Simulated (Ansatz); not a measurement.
# Molecular dynamics of ClGeH₃

Input file:

```yaml
crystal:
  periodic: [false, false, false]
  atoms:
    - { symbol: Ge, position_ang: [0.298505, 0.042169, -0.482047] }
    - { symbol: H, position_ang: [0.530052, 0.107553, 1.254042] }
    - { symbol: H, position_ang: [1.595518, -0.110874, 0.376332] }
    - { symbol: H, position_ang: [-0.589709, 1.218118, -0.006974] }
    - { symbol: Cl, position_ang: [-0.874067, -1.803664, -0.461753] }
basis:
  gaussian: { orbitals: def2-TZVP }
hamiltonian:
  xc: pbe
  dispersion: d4
md:
  timestep: 0.5
  n_steps: 200
  ensemble: nve
  temperature: 100.0
  initial_velocities: maxwell_boltzmann
  seed: 11780
```

Run as:

```bash
$ ansatz run input.yaml --threads 2 --pin off --max-ram 3072MiB --backend cpu --events-out ev --progress --plain --runs-dir out
```

It starts at the highest image of a converged band, a first-order saddle point between two minima.

Output, in part (step lines, the closing report, with atoms numbered from 0):

```
md step     0: t =     0.00 fs  T =   100.0 K  F+E_penalty+E_count = -69074.99808755 eV  E_kin = 0.038778 eV  conserved = -69074.95930955 eV  (27 SCF iters)
md step     1: t =     0.50 fs  T =   100.2 K  F+E_penalty+E_count = -69074.99816967 eV  E_kin = 0.038861 eV  conserved = -69074.95930842 eV  (29 SCF iters)
md step     2: t =     1.00 fs  T =   100.8 K  F+E_penalty+E_count = -69074.99837305 eV  E_kin = 0.039070 eV  conserved = -69074.95930282 eV  (28 SCF iters)
md step     3: t =     1.50 fs  T =   101.9 K  F+E_penalty+E_count = -69074.99878935 eV  E_kin = 0.039496 eV  conserved = -69074.95929351 eV  (28 SCF iters)
md step     4: t =     2.00 fs  T =   103.9 K  F+E_penalty+E_count = -69074.99956996 eV  E_kin = 0.040288 eV  conserved = -69074.95928150 eV  (28 SCF iters)
md step     5: t =     2.50 fs  T =   107.4 K  F+E_penalty+E_count = -69075.00091038 eV  E_kin = 0.041643 eV  conserved = -69074.95926785 eV  (29 SCF iters)
md step     6: t =     3.00 fs  T =   112.9 K  F+E_penalty+E_count = -69075.00303356 eV  E_kin = 0.043780 eV  conserved = -69074.95925354 eV  (28 SCF iters)
md step     7: t =     3.50 fs  T =   121.0 K  F+E_penalty+E_count = -69075.00617424 eV  E_kin = 0.046935 eV  conserved = -69074.95923939 eV  (29 SCF iters)
[... lines left out ...]
Total energy: -69075.58027941 eV, -2538.4807541583 hartree
Atom 0 at     0.304933     0.049430    -0.405884 Å, force     1.077249     0.748604     0.562315 eV/Å
Atom 1 at     0.992964     1.209281     0.568292 Å, force    -0.514507    -1.276769     0.754369 eV/Å
Atom 2 at     1.738396    -0.581228    -0.721739 Å, force    -0.810503     0.361010    -0.820434 eV/Å
Atom 3 at    -0.720973     1.182831    -0.714405 Å, force    -0.033070    -0.500291    -1.201129 eV/Å
Atom 4 at    -0.900730    -1.835490    -0.546959 Å, force     0.280831     0.667447     0.704880 eV/Å
Dipole moment:     0.151901     0.242330    -0.049687 e Å
```

The steps, from the saved trajectory:

```json
{"time (fs)": "0.0", "T (K)": "100", "potential energy less start (eV)": "0.000", "conserved less start (meV/atom)": "0.00"}
{"time (fs)": "3.0", "T (K)": "113", "potential energy less start (eV)": "-0.005", "conserved less start (meV/atom)": "0.01"}
{"time (fs)": "6.0", "T (K)": "221", "potential energy less start (eV)": "-0.047", "conserved less start (meV/atom)": "0.03"}
{"time (fs)": "9.0", "T (K)": "543", "potential energy less start (eV)": "-0.172", "conserved less start (meV/atom)": "0.05"}
{"time (fs)": "12.0", "T (K)": "1266", "potential energy less start (eV)": "-0.452", "conserved less start (meV/atom)": "0.07"}
{"time (fs)": "15.0", "T (K)": "2548", "potential energy less start (eV)": "-0.949", "conserved less start (meV/atom)": "-0.03"}
{"time (fs)": "18.0", "T (K)": "3911", "potential energy less start (eV)": "-1.479", "conserved less start (meV/atom)": "-0.22"}
{"time (fs)": "21.0", "T (K)": "4560", "potential energy less start (eV)": "-1.731", "conserved less start (meV/atom)": "-0.28"}
{"time (fs)": "24.0", "T (K)": "4284", "potential energy less start (eV)": "-1.624", "conserved less start (meV/atom)": "-0.27"}
{"time (fs)": "27.0", "T (K)": "3211", "potential energy less start (eV)": "-1.207", "conserved less start (meV/atom)": "-0.21"}
{"time (fs)": "30.0", "T (K)": "1890", "potential energy less start (eV)": "-0.694", "conserved less start (meV/atom)": "-0.01"}
{"time (fs)": "33.0", "T (K)": "1646", "potential energy less start (eV)": "-0.599", "conserved less start (meV/atom)": "0.13"}
{"time (fs)": "36.0", "T (K)": "3094", "potential energy less start (eV)": "-1.162", "conserved less start (meV/atom)": "-0.24"}
{"time (fs)": "39.0", "T (K)": "4025", "potential energy less start (eV)": "-1.524", "conserved less start (meV/atom)": "-0.38"}
{"time (fs)": "42.0", "T (K)": "3477", "potential energy less start (eV)": "-1.310", "conserved less start (meV/atom)": "-0.16"}
{"time (fs)": "45.0", "T (K)": "2661", "potential energy less start (eV)": "-0.994", "conserved less start (meV/atom)": "-0.13"}
{"time (fs)": "48.0", "T (K)": "1823", "potential energy less start (eV)": "-0.669", "conserved less start (meV/atom)": "-0.16"}
{"time (fs)": "51.0", "T (K)": "946", "potential energy less start (eV)": "-0.327", "conserved less start (meV/atom)": "0.10"}
{"time (fs)": "54.0", "T (K)": "1411", "potential energy less start (eV)": "-0.508", "conserved less start (meV/atom)": "0.03"}
{"time (fs)": "57.0", "T (K)": "2813", "potential energy less start (eV)": "-1.053", "conserved less start (meV/atom)": "-0.23"}
{"time (fs)": "60.0", "T (K)": "3753", "potential energy less start (eV)": "-1.418", "conserved less start (meV/atom)": "-0.17"}
{"time (fs)": "63.0", "T (K)": "4477", "potential energy less start (eV)": "-1.698", "conserved less start (meV/atom)": "-0.24"}
{"time (fs)": "66.0", "T (K)": "4571", "potential energy less start (eV)": "-1.736", "conserved less start (meV/atom)": "-0.48"}
{"time (fs)": "69.0", "T (K)": "2736", "potential energy less start (eV)": "-1.023", "conserved less start (meV/atom)": "-0.25"}
{"time (fs)": "72.0", "T (K)": "527", "potential energy less start (eV)": "-0.164", "conserved less start (meV/atom)": "0.24"}
{"time (fs)": "75.0", "T (K)": "646", "potential energy less start (eV)": "-0.212", "conserved less start (meV/atom)": "0.03"}
{"time (fs)": "78.0", "T (K)": "2078", "potential energy less start (eV)": "-0.767", "conserved less start (meV/atom)": "-0.10"}
{"time (fs)": "81.0", "T (K)": "3768", "potential energy less start (eV)": "-1.424", "conserved less start (meV/atom)": "-0.21"}
{"time (fs)": "84.0", "T (K)": "4910", "potential energy less start (eV)": "-1.867", "conserved less start (meV/atom)": "-0.34"}
{"time (fs)": "87.0", "T (K)": "4585", "potential energy less start (eV)": "-1.741", "conserved less start (meV/atom)": "-0.31"}
{"time (fs)": "90.0", "T (K)": "2935", "potential energy less start (eV)": "-1.100", "conserved less start (meV/atom)": "-0.05"}
{"time (fs)": "93.0", "T (K)": "1424", "potential energy less start (eV)": "-0.513", "conserved less start (meV/atom)": "0.05"}
{"time (fs)": "96.0", "T (K)": "834", "potential energy less start (eV)": "-0.284", "conserved less start (meV/atom)": "0.06"}
{"time (fs)": "99.0", "T (K)": "1256", "potential energy less start (eV)": "-0.448", "conserved less start (meV/atom)": "0.03"}
```

The run went to its last step. The conserved energy stayed within 0.51 meV per atom of its start (net change -0.0098 meV per atom), so the integration is sound. The kinetic energy rose, since the run started high on the potential surface and went downhill. A run of 0.1 ps of so small a system gives no equilibrium averages. The orbitals stay closed-shell, which can raise the energy where a bond breaks towards radicals; this wasn't checked here.

Between its relaxed ends the band would form H2–H3 and break Ge1–H2, Ge1–H3. These pairs go: H2–H3 1.40 → 2.33 Å, Ge1–H2 1.75 → 1.66 Å, Ge1–H3 1.56 → 1.60 Å. In the last frame they stand as before the step (other bonds may differ from the relaxed reactants and products). It ends as one piece, ClGeH3. Pairs count as bonded within 1.25 times the sum of covalent radii (0.12 Å more for H–H).

Last frame:

```xyz
5
Properties=species:S:1:pos:R:3
Ge 0.305 0.049 -0.406
H 0.993 1.209 0.568
H 1.738 -0.581 -0.722
H -0.721 1.183 -0.714
Cl -0.901 -1.835 -0.547
```

Run time: 2.8 min on 2 threads of Arm Neoverse V2, on a shared host, peak memory 0.15 GiB.
